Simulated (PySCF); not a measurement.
SMILES [OH+]([SiH3])[SiH3] (H7OSi2 (cation, charge +1)) (CAM-B3LYP/def2-SVP optimised geometry):

```
10

Si    -0.419    -0.163     0.000
O     -0.854    -0.710    -1.673
Si    -1.837     0.146    -2.940
H      1.055    -0.163     0.000
H     -1.055     1.166     0.000
H     -1.045    -1.166     0.879
H     -0.518    -1.586    -1.938
H     -3.136     0.359    -2.278
H     -1.827    -0.855    -4.021
H     -1.069     1.376    -3.202
```

Level of theory: CAM-B3LYP/def2-TZVP (PySCF).

Question: What are the frontier orbital energies?

Answer: HOMO-2 -16.68 eV, HOMO-1 -16.60 eV, HOMO -16.12 eV, LUMO -5.21 eV, LUMO+1 -3.35 eV.

On the same geometry PySCF with PBE/def2-TZVP gives HOMO-2 -13.84 eV, HOMO-1 -13.78 eV, HOMO -13.27 eV, LUMO -7.19 eV, LUMO+1 -5.39 eV.

Meta-Löwdin charges at CAM-B3LYP/def2-TZVP: Si1 0.76, O2 -0.63, Si3 0.76, H4 -0.05, H5 -0.05, H6 -0.05, H7 0.40, H8 -0.05, H9 -0.05, H10 -0.05.
